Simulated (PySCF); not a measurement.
This PySCF input asks for the NMR shieldings of `C[P+](C)([BH2-]C#N)N([SiH3])[SiH3]`, C3H14BN2PSi2; the geometry comes from GFN2-xTB.

```python
import basis_set_exchange as bse
import numpy as np
from pyscf import gto, dft
from pyscf.prop import nmr

atoms = """
C     0.408520   -1.776111   -1.267145
P     0.565970   -0.342601   -0.124966
C     0.748382   -1.159447    1.500493
B     2.043572    0.841142   -0.419093
C     1.864455    1.775739    0.802039
N     1.682049    2.431365    1.729561
N    -0.976491    0.347356   -0.140564
Si   -2.261118   -0.283321    0.863745
Si   -1.140409    1.776004   -1.158767
H     0.241049   -1.405811   -2.276917
H     1.336778   -2.344704   -1.250117
H    -0.423050   -2.415413   -0.976117
H     0.691209   -0.398689    2.277636
H     1.741796   -1.607096    1.530672
H    -0.002305   -1.927467    1.673955
H     3.022245    0.161915   -0.327205
H     1.934448    1.405772   -1.461822
H    -3.498273    0.280561    0.341206
H    -2.295555   -1.745524    0.714540
H    -2.036690    0.079892    2.263123
H    -0.617467    1.425579   -2.482833
H    -2.581256    2.000384   -1.250067
H    -0.452610    2.907459   -0.551279
"""
names = dict.fromkeys(["C", "P", "B", "N", "Si", "H"], "pcSseg-1")
basis = {el: gto.basis.parse(bse.get_basis(n, elements=[el], fmt="nwchem")) for el, n in names.items()}
mol = gto.M(atom=atoms, basis=basis, charge=0, verbose=0)
mf = dft.RKS(mol, xc="PBE0")
mf.grids.level = 2
mf.grids.alignment = dft.numint.BLKSIZE   # the property module wants whole blocks of grid points
mf.conv_tol = 1e-9
mf.kernel()

calc = nmr.RKS(mf)   # GIAO
C = mf.mo_coeff
Co = C[:, mf.mo_occ > 0]
resp = mf.gen_response(singlet=True, hermi=2)
def vind(x):   # induced exchange potential for any number of trial vectors
    d = np.einsum("pi,xij,qj->xpq", C, 2 * x.reshape(-1, C.shape[1], Co.shape[1]), Co, optimize=True)
    return np.einsum("xpq,pi,qj->xij", resp(d - d.transpose(0, 2, 1)), C, Co, optimize=True).ravel()
mo1, _ = nmr.rhf.solve_mo1(calc, with_cphf=vind)
sigma = calc.kernel(mo1)
for i, s in enumerate(sigma):   # ppm
    w = np.linalg.eigvalsh((s + s.T) / 2)
    print("%2d %-2s iso %8.1f  s11 %8.1f  s22 %8.1f  s33 %8.1f" % (i, mol.atom_pure_symbol(i), w.mean(), *w))
```

Question: What are the results?

Answer: 
```
 0 C  iso    171.5  s11    151.2  s22    174.6  s33    188.7
 1 P  iso    279.2  s11    213.5  s22    272.9  s33    351.2
 2 C  iso    170.1  s11    158.0  s22    165.7  s33    186.8
 3 B  iso    146.5  s11    141.7  s22    145.4  s33    152.5
 4 C  iso     52.9  s11    -67.0  s22    -62.5  s33    288.3
 5 N  iso    -68.5  s11   -256.9  s22   -240.1  s33    291.5
 6 N  iso    262.9  s11    243.6  s22    261.2  s33    284.0
 7 Si iso    397.8  s11    355.8  s22    377.8  s33    459.7
 8 Si iso    393.0  s11    354.4  s22    370.8  s33    454.0
 9 H  iso     30.1  s11     25.5  s22     28.3  s33     36.4
10 H  iso     30.9  s11     26.2  s22     27.9  s33     38.4
11 H  iso     29.9  s11     25.2  s22     28.9  s33     35.5
12 H  iso     29.0  s11     25.2  s22     27.4  s33     34.4
13 H  iso     30.3  s11     25.9  s22     27.5  s33     37.5
14 H  iso     29.9  s11     25.4  s22     28.9  s33     35.5
15 H  iso     30.3  s11     26.9  s22     29.1  s33     34.8
16 H  iso     29.8  s11     27.3  s22     28.7  s33     33.4
17 H  iso     27.0  s11     22.9  s22     25.6  s33     32.3
18 H  iso     26.8  s11     22.9  s22     25.7  s33     31.9
19 H  iso     26.9  s11     22.8  s22     25.2  s33     32.6
20 H  iso     26.8  s11     23.1  s22     25.3  s33     32.1
21 H  iso     27.0  s11     23.0  s22     25.9  s33     32.3
22 H  iso     26.3  s11     21.7  s22     26.0  s33     31.3
```

These numbers come from an equivalent density-fitted implementation of the same equations, which agrees with the script to about 0.01 ppm for H and up to a few tenths of a ppm for heavy atoms, so last digits may differ.

Size and cost of the density-fitted run: 244 basis functions, 59 s wall time on 1 thread of an Arm Neoverse V1, shared host; peak memory 1.1 GiB.
